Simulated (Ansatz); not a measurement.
Start from `[OH][Ga]([OH])[Cl]` and change one element to get `[OH][Ga]([OH])[F]`.

Ansatz, PBE0-D4/def2-TZVP geometries, multiplicity 1. Each molecule was computed in one conformer, which needn't be the lowest.

Scalar relativity is left out up to krypton.

```csv
property,`[OH][Ga]([OH])[Cl]`
HOMO–LUMO gap (ωB97M-V/def2-TZVPP) / eV,12.21
HOMO–LUMO gap (B3LYP/def2-TZVPP) / eV,7.38
size of the dipole moment (PBE/def2-TZVPP) / D,1.57
LUMO energy (ωB97M-V/def2-TZVPP) / eV,0.64
LUMO energy (B3LYP/def2-TZVPP) / eV,-1.57
HOMO–LUMO gap (PBE0/def2-TZVPP) / eV,8.04
```

Problem. Give the same properties after the change, and the shifts. (Estimate.)

Solution. The calculation gave: 
| property | `[OH][Ga]([OH])[F]` | shift |
| --- | --- | --- |
| HOMO–LUMO gap (ωB97M-V/def2-TZVPP) / eV | 12.35 | 0.14 |
| HOMO–LUMO gap (B3LYP/def2-TZVPP) / eV | 7.37 | -0.01 |
| size of the dipole moment (PBE/def2-TZVPP) / D | 1.89 | 0.32 |
| LUMO energy (ωB97M-V/def2-TZVPP) / eV | 0.53 | -0.11 |
| LUMO energy (B3LYP/def2-TZVPP) / eV | -1.71 | -0.14 |
| HOMO–LUMO gap (PBE0/def2-TZVPP) / eV | 8.04 | 0.00 |

Dipoles are sizes alone; their direction can turn.

B3LYP here is the variant with VWN-RPA as its local correlation; programs differ in this.
